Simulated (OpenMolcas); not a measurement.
# In: from CASSCF to CASPT2

```
Program             : OpenMolcas 26.06
Basis               : ANO-RCC-VTZP [7s6p4d2f1g]
Scalar Hamiltonian  : DKH2, point nucleus
Active space        : 3 electrons in 8 orbitals (5s 5p 6s 6p)
State averaging     : 2S+1 = 4 odd, 1 root (0 in the spin-orbit step); 2S+1 = 2 odd, 3 roots; 2S+1 = 4 even, 3 roots; 2S+1 = 2 even, 5 roots (0 in the spin-orbit step)
Spin-orbit coupling : RASSI with atomic mean-field integrals over the reference wave functions, term energies averaged over their components
```

Methods on the same reference wave functions:
A. CASSCF
B. SS-CASPT2, IPEA 0.25 Eh, imaginary shift 0.1 Eh (closed shells correlated: 4d)
C. XMS-CASPT2, IPEA 0.25 Eh, imaginary shift 0.1 Eh (closed shells correlated: 4d)

Energies in cm-1 above 5s2 5p 2P* 1/2, the measured ground level; measured values from NIST Handbook of Basic Atomic Spectroscopic Data.

```tsv
Level	A	B	C	Measured
5s2 5p 2P* 1/2	0.0	0.0	0.0	0.0
5s2 5p 2P* 3/2	1766	1766	1766	2213
5s 5p2 4P 1/2	28599	34041	34105	34978
5s 5p2 4P 3/2	29346	34788	34852	36021
5s 5p2 4P 5/2	30592	36034	36098	37452
```

Deviations, from unrounded energies. A percentage is the sum of absolute deviations over the sum of measured energies, with the sign that they share, or ± where signs differ.

| Against measurement | Levels | A | B | C |
| --- | --- | --- | --- | --- |
| mean absolute deviation (cm-1) | 4 | 5100 | 1000 | 960 |
| fine structure of the ground term (%) | 1 | -20.2 | -20.2 | -20.2 |
| other configurations (%) | 3 | -18.4 | -3.3 | -3.1 |

B, C lie about equally close to measurement and A furthest from it. The largest miss of C in the table is 5s 5p2 4P 5/2, by -1400 cm-1. The ranking rests on the paired levels alone, and a cruder setting can come out closer through cancelling errors.

Between B and C the level of the table that moves most is 5s 5p2 4P 1/2, by 64 cm-1 (lowest in B, highest in C).

The lowest spin-free term lies below A's lowest term by 0.436 hartree in B, 0.437 hartree in C.

Some high roots are left out of the spin-orbit mixing, which shifts the levels that they would mix with. Active for correlation alone: 6p 6s; no level in the range computed is led by a configuration that fills them, so any true level of that kind is missing. Terms of s pⁿ other than that of highest spin mix with s² pⁿ⁻² d, which this space lacks; all of them can be thousands of cm-1 off, and some have no real level of that name. Without dynamic correlation excited terms often stand tens of per cent too high (terms of higher spin than the ground term too low), and those without a measured partner can miss by more than the paired ones (holds for A). Measured partners are found by configuration, term and J. A level has none where our copy of the source lacks it or the pairing is in doubt (some pairs that miss far off the trend of their configuration count as doubtful), and it then counts in no deviation. Only configurations of the active space appear.

* marks odd parity.
